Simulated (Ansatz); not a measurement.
Computed with Ansatz on PBE0-D4/def2-TZVP structures; ΔE is electronic, products minus reactants. CBS: MP2 limit from def2 TZ/QZ plus the TZ coupled-cluster correction, frozen cores. This one scheme is used for every species. Functionals use def2-TZVPP. B3LYP here is the variant with VWN-RPA as its local correlation; programs differ in this. def2 core potentials past Kr. For Te outer-core shells are correlated without core-valence functions, which leaves a few kJ/mol of doubt a bond. Each species was taken in one conformer, which may not be the lowest.

`OB(O)Cl` + `C[SiH2][TeH]` → `C[SiH2][Te]B(O)O` + HCl  (ligand exchange at a B–Cl bond)

```json
{"level": "PBE-D4", "ΔE (kJ/mol)": "43.4", "difference from CCSD(T)/CBS": "3.1"}
{"level": "r2SCAN-D4", "ΔE (kJ/mol)": "48.1", "difference from CCSD(T)/CBS": "7.8"}
{"level": "PBE0-D4", "ΔE (kJ/mol)": "45.2", "difference from CCSD(T)/CBS": "4.9"}
{"level": "B3LYP-D4", "ΔE (kJ/mol)": "47.1", "difference from CCSD(T)/CBS": "6.8"}
{"level": "ωB97X-V", "ΔE (kJ/mol)": "48.2", "difference from CCSD(T)/CBS": "7.9"}
{"level": "ωB97M-V", "ΔE (kJ/mol)": "48.4", "difference from CCSD(T)/CBS": "8.1"}
{"level": "B2PLYP", "ΔE (kJ/mol)": "49.4", "difference from CCSD(T)/CBS": "9.1"}
{"level": "PBE", "ΔE (kJ/mol)": "48.5", "difference from CCSD(T)/CBS": "8.2"}
{"level": "r2SCAN", "ΔE (kJ/mol)": "49.6", "difference from CCSD(T)/CBS": "9.3"}
{"level": "PBE0", "ΔE (kJ/mol)": "49.9", "difference from CCSD(T)/CBS": "9.6"}
{"level": "B3LYP", "ΔE (kJ/mol)": "55.4", "difference from CCSD(T)/CBS": "15.1"}
{"level": "HF/def2-TZVPP", "ΔE (kJ/mol)": "62.6", "difference from CCSD(T)/CBS": "22.3"}
{"level": "MP2/def2-TZVPP", "ΔE (kJ/mol)": "37.4", "difference from CCSD(T)/CBS": "-2.9"}
{"level": "SCS-MP2/def2-TZVPP", "ΔE (kJ/mol)": "42.3", "difference from CCSD(T)/CBS": "2.0"}
{"level": "CCSD/def2-TZVPP", "ΔE (kJ/mol)": "46.0", "difference from CCSD(T)/CBS": "5.7"}
{"level": "CCSD(T)/def2-TZVPP", "ΔE (kJ/mol)": "42.8", "difference from CCSD(T)/CBS": "2.5"}
{"level": "HF/def2-QZVPP", "ΔE (kJ/mol)": "62.4", "difference from CCSD(T)/CBS": "22.1"}
{"level": "MP2/def2-QZVPP", "ΔE (kJ/mol)": "36.0", "difference from CCSD(T)/CBS": "-4.3"}
{"level": "SCS-MP2/def2-QZVPP", "ΔE (kJ/mol)": "41.1", "difference from CCSD(T)/CBS": "0.8"}
{"level": "HF/CBS(def2)", "ΔE (kJ/mol)": "62.4", "difference from CCSD(T)/CBS": "22.1"}
{"level": "MP2/CBS(def2)", "ΔE (kJ/mol)": "35.0", "difference from CCSD(T)/CBS": "-5.3"}
{"level": "CCSD/CBS(def2)", "ΔE (kJ/mol)": "43.5", "difference from CCSD(T)/CBS": "3.2"}
{"level": "CCSD(T)/CBS", "ΔE (kJ/mol)": "40.3", "difference from CCSD(T)/CBS": "0"}
```

Largest T1 diagnostic among the species: 0.012.

In def2-TZVPP, CCSD(T) changes the Hartree–Fock value by −19.8 kJ/mol (the triples alone add −3.3 kJ/mol) and MP2 by −25.1 kJ/mol. The D4 term adds −8.2 kJ/mol with B3LYP and −4.7 kJ/mol with PBE0; it sums over pairs of atoms, weighted by their polarisabilities, and B3LYP, whose exchange is more repulsive, gets the larger term.
